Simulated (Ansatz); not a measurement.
One change: `C=COB(F)Cl` becomes `C=COB(O)Cl`.

Ansatz, PBE0-D4/def2-TZVP geometries, multiplicity 1. Each molecule was computed in one conformer, which needn't be the lowest.

```
                                          property  `C=COB(F)Cl`
                HOMO energy (PBE0/def2-TZVPP) / eV         -7.80
    size of the dipole moment (PBE/def2-TZVPP) / D          1.70
           HOMO–LUMO gap (ωB97M-V/def2-TZVPP) / eV         11.82
               HOMO energy (B3LYP/def2-TZVPP) / eV         -7.57
                 HOMO energy (PBE/def2-TZVPP) / eV         -6.60
size of the dipole moment (ωB97M-V/def2-TZVPP) / D          1.77
```

**Question.** What does the change do to each property? (Estimate.)

**Answer.** The calculation gave: 
```csv
property,`C=COB(O)Cl`,shift
HOMO energy (PBE0/def2-TZVPP) / eV,-7.32,0.48
size of the dipole moment (PBE/def2-TZVPP) / D,1.64,-0.06
HOMO–LUMO gap (ωB97M-V/def2-TZVPP) / eV,11.57,-0.25
HOMO energy (B3LYP/def2-TZVPP) / eV,-7.09,0.48
HOMO energy (PBE/def2-TZVPP) / eV,-6.16,0.44
size of the dipole moment (ωB97M-V/def2-TZVPP) / D,1.68,-0.09
```

With PBE0 the HOMO rises by 0.48 eV and the LUMO rises by 0.40 eV, so the gap narrows by about 0.08 eV. PBE moves the HOMO by 0.44 eV and ωB97M-V by 0.50 eV. Dipoles are sizes alone; their direction can turn.

Positive LUMOs are unbound, so they and the gaps depend on the basis.

B3LYP here is the variant with VWN-RPA as its local correlation; programs differ in this.
